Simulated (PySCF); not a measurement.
Can point charges reproduce the dipole moment of `C1(P(C=1)[SiH2]C)C`?

Coordinates (GFN2-xTB, Å) and charges (e) from the PBE0/pcSseg-1 density (PySCF):

```tsv
atom	x	y	z	Mulliken	IAO	Hirshfeld	ESP-fitted
C1	-2.897	0.768	0.475	-0.6237	-0.7136	-0.2160	-0.6382
Si2	-1.313	0.007	-0.240	+0.4921	+0.5470	+0.2559	+0.8397
P3	0.062	-0.477	1.485	+0.0240	+0.1000	-0.0200	-0.3550
C4	1.193	-1.709	0.690	-0.2400	-0.3141	-0.0920	-0.1904
C5	1.695	-0.513	0.602	-0.2601	-0.0899	-0.0137	+0.2128
C6	2.781	0.363	0.155	-0.1631	-0.4312	-0.1038	-0.6273
H7	-3.603	1.002	-0.314	+0.1401	+0.1567	+0.0416	+0.1310
H8	-3.384	0.086	1.166	+0.1407	+0.1562	+0.0413	+0.1550
H9	-2.685	1.685	1.015	+0.1398	+0.1559	+0.0412	+0.1507
H10	-1.639	-1.192	-1.028	-0.0706	-0.1212	-0.0875	-0.2203
H11	-0.697	0.954	-1.186	-0.0800	-0.1259	-0.0888	-0.2231
H12	1.316	-2.747	0.484	+0.0828	+0.1793	+0.0712	+0.1702
H13	3.233	0.860	1.014	+0.1430	+0.1702	+0.0587	+0.2202
H14	3.543	-0.214	-0.370	+0.1335	+0.1612	+0.0542	+0.1720
H15	2.390	1.134	-0.508	+0.1414	+0.1694	+0.0577	+0.2026
```

Task: What dipole does each set of charges give (1 e·Å = 4.803 D), and what does the density give?

Result: The full density gives (1.23, 0.13, -1.05) D, 1.62 D in size; dipole vectors point from the negative to the positive end.

```tsv
scheme	μx	μy	μz	size (D)	share of the full size (%)	angle to the full dipole (°)
Mulliken	0.86	2.02	-1.12	2.47	152	51
IAO	0.79	0.50	0.09	0.94	58	52
Hirshfeld	1.37	0.07	0.17	1.38	85	47
ESP-fitted	1.24	0.18	-1.01	1.61	99	2
```

Task: Which set comes closest?

Result: Length of the difference vector: ESP-fitted 0.06 D, Hirshfeld 1.23 D, IAO 1.27 D, Mulliken 1.93 D. Closest: ESP-fitted. ESP charges are fitted to the potential around the molecule, whose slowest-falling term is the dipole's. 

Task: What is left for the Hirshfeld atoms' own dipoles?

Result: The shares of the density sum to the whole, so what Σ q r misses lies in dipoles about the nuclei. The atomic dipoles sum to (1.23, 0.13, -1.05) − (1.37, 0.07, 0.17) = (-0.14, 0.06, -1.22) D, 1.23 D in size.

Task: With the origin at the mean of the coordinates, (0.000, 0.001, 0.229) Å, which are the largest single terms, by size, of the Hirshfeld dipole along the direction of the full one?

Result: C1 +2.38, C6 -1.09, Si2 -0.85, H14 +0.80, H15 +0.66 D; all 15 atoms together +0.94 D. The single terms depend on the origin, their sum doesn't.

Task: Give the size of the full dipole in other units.

Result: 1.62 D = 0.638 au = 0.337 e·Å = 5.41 × 10⁻³⁰ C·m.

One conformer (not necessarily the lowest) at the GFN2-xTB geometry, without solvent, vibrations or thermal averaging.

The run behind these numbers computed NMR shieldings as well. On an x86-64 server with one thread (shared host), this took 18 s of wall time.

Shape of the structure used: `[CH3:1][SiH2:2][P:3]1[CH:4]=[C:5]1[CH3:6]`: C1–Si2–P3–C4 160°.
